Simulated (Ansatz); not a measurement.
The cluster Mg₂S₃. Charge 0, multiplicity 1. Geometry PBE0-D4/def2-SVP.

```xyz
5

Mg   -0.0471    0.4140   -1.4820
Mg    0.7398    0.3456    1.3052
S    -1.7595   -0.8171   -0.4788
S     1.5417    1.6901   -0.3937
S    -0.4749   -1.6326    1.0492
```

Another isomer (singlet) lies 0.06 eV lower at PBE0-D4/def2-TZVP; other spin states weren't run for this one.

(1) Estimate the orbital energies around the gap (eV) in Ansatz with PBE-D4/def2-SVP, PBE-D4/def2-TZVP, r2SCAN-D4/def2-TZVP, PBE0-D4/def2-SVP, ωB97M-V/def2-TZVP.

Answers

(1) 
| orbital | PBE-D4/def2-SVP | PBE-D4/def2-TZVP | r2SCAN-D4/def2-TZVP | PBE0-D4/def2-SVP | ωB97M-V/def2-TZVP |
| --- | --- | --- | --- | --- | --- |
| HOMO−5 | -7.39 | -7.37 | -7.60 | -8.59 | -10.80 |
| HOMO−4 | -6.94 | -6.88 | -7.11 | -8.06 | -10.09 |
| HOMO−3 | -6.53 | -6.51 | -6.72 | -7.63 | -9.62 |
| HOMO−2 | -5.85 | -5.85 | -6.06 | -6.95 | -9.04 |
| HOMO−1 | -5.41 | -5.42 | -5.59 | -6.46 | -8.43 |
| HOMO | -4.80 | -4.82 | -4.96 | -5.81 | -7.83 |
| LUMO | -3.15 | -3.14 | -2.81 | -2.52 | -1.13 |
| LUMO+1 | -2.81 | -2.81 | -2.52 | -2.12 | -0.70 |
| LUMO+2 | -1.77 | -1.81 | -1.52 | -0.87 | 0.77 |
| LUMO+3 | -0.86 | -0.88 | -0.53 | -0.22 | 1.01 |
| LUMO+4 | -0.45 | -0.54 | -0.17 | 0.32 | 1.77 |
| LUMO+5 | -0.02 | -0.12 | 0.29 | 0.69 | 2.02 |
